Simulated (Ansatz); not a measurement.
The cluster TiSe₂⁻. The state is a doublet with charge -1. Geometry r2SCAN-D4/def2-TZVP, that of the neutral singlet; atoms count from 1.

```xyz
3

Ti   -0.4145   -1.0753   -0.7327
Se   -0.5782    1.2173   -0.1868
Se    0.9927   -0.1420    0.9195
```

The charge -1 doublet is spin-contaminated (final ⟨S²⟩ up to 1.63, 0.75 for a pure state). The highest occupied level of the charge -1 doublet lies above zero (up to 0.11 eV). It is a level of β spin, whose loss leaves a triplet; that state wasn't run at this geometry and level. The electron is either unbound and held by the finite basis, or the level is raised by self-interaction error. The structure comes from a short search, and lower isomers may exist.

Q: Estimate the Mulliken populations from the PBE0/def2-TZVPD orbitals of Ansatz.

A: 
| atom | charge (e) | spin (α − β) | d electrons |
| --- | --- | --- | --- |
| Ti1 | -0.33 | 1.03 | 2.54 |
| Se2 | -0.34 | -0.02 | – |
| Se3 | -0.34 | -0.02 | – |
Mulliken values and Mayer orders depend strongly on the basis. With diffuse functions, as here, like atoms can get unlike values, and bond orders can come out too low or too high.

Q: Where does the spin sit?

A: Summed by element: Ti 1.03, Se -0.03, of 1 unpaired in all. Largest on single atoms: Ti1 1.03, Se2 -0.02, Se3 -0.02.

Q: And the Mayer bond orders between bonded heavy atoms (over 0.3)?

A: Ti1–Se2 0.83 (2.36 Å); Ti1–Se3 0.83 (2.36 Å); Se2–Se3 0.82 (2.35 Å).
